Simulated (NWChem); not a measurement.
Molecule: isocyanic acid (CHNO); SMILES N=C=O

```xyz
4

N      0.1655     1.1780     0.0000
C     -0.0132    -0.0279     0.0000
O     -0.0298    -1.2024     0.0000
H     -0.5663     1.8721     0.0000
```
Atoms are numbered in this order, from 1.

All runs: NWChem. Pople sets run with spherical d functions. Coordinates come from a B3LYP/6-31G* (spherical d) optimisation. B3LYP is NWChem's, with the RPA form of VWN correlation. Atomic charges in e: unrestrained fits to the electrostatic potential beside Mulliken populations; the two definitions need not agree.

For level Hartree-Fock/6-31G*:

* **ESP N1**: -0.78
* **Mulliken N1**: -0.76
* **ESP C2**: 0.82
* **Mulliken C2**: 0.82
* **Mulliken O3**: -0.49

Task: How do the values read with level B3LYP/def2-SVP instead?

Result: 
- ESP N1: -0.63
- Mulliken N1: -0.14
- ESP C2: 0.65
- Mulliken C2: 0.10
- Mulliken O3: -0.13
